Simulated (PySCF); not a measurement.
## The second ionisation energy along the third row

All values are computed (PySCF 2.14, energy differences of UHF-based or UKS calculations, no spin-orbit coupling). Values in eV. The last column holds reference values (NIST; (s) semi-empirical, (t) theoretical, else measured). Unmarked ones compare directly (S terms, centres of terms, or small fine structure); those marked * lie between the lowest fine-structure levels and include a spin-orbit shift.

```
                          element               configurations     UHF  MP2 (valence)  SCS-MP2 (valence)     PBE    PBE0  r2SCAN     reference
Mg (dyall-av2z, non-relativistic)              [Ne] 3s1 → [Ne]  14.722            n/a                n/a  15.330  15.226  15.007        15.035
Al (dyall-av2z, non-relativistic)          [Ne] 3s2 → [Ne] 3s1  17.520         18.221             18.361  18.764  18.656  18.371        18.829
Si (dyall-av2z, non-relativistic)      [Ne] 3s2 3p1 → [Ne] 3s2  15.786         15.970             15.950  16.370  16.389  16.471        16.322
 P (dyall-av2z, non-relativistic)  [Ne] 3s2 3p2 → [Ne] 3s2 3p1  19.142         19.476             19.393  19.761  19.792  19.912  19.769 (s) *
 S (dyall-av2z, non-relativistic)  [Ne] 3s2 3p3 → [Ne] 3s2 3p2  22.726         23.198             23.033  23.314  23.376  23.509      23.338 *
Cl (dyall-av2z, non-relativistic)  [Ne] 3s2 3p4 → [Ne] 3s2 3p3  22.519         23.077             23.110  23.804  23.790  23.737        23.771
Ar (dyall-av2z, non-relativistic)  [Ne] 3s2 3p5 → [Ne] 3s2 3p4  26.392         27.164             27.139  27.617  27.626  27.679      27.630 *
```

Q: Which of these methods has the smallest mean absolute error against the measured values here?

A: PBE, with 0.110 eV.

```
           method  elements  mean error (eV)  mean absolute error (eV)  largest error (eV)
              UHF         4           -0.852                     0.852              -1.309
    MP2 (valence)         3           -0.552                     0.552              -0.694
SCS-MP2 (valence)         3           -0.500                     0.500              -0.661
              PBE         4            0.078                     0.110               0.295
             PBE0         4            0.026                     0.112               0.191
           r2SCAN         4           -0.093                     0.167              -0.458
```

Errors include the incompleteness of the basis and the frozen core.

"Valence" correlates the outer s and p shells and, in groups 3 to 12 and the f block, the outer d or f shell, open or full, or the next shell where the ion has no valence electron left; the wider scheme adds the next inner shell.
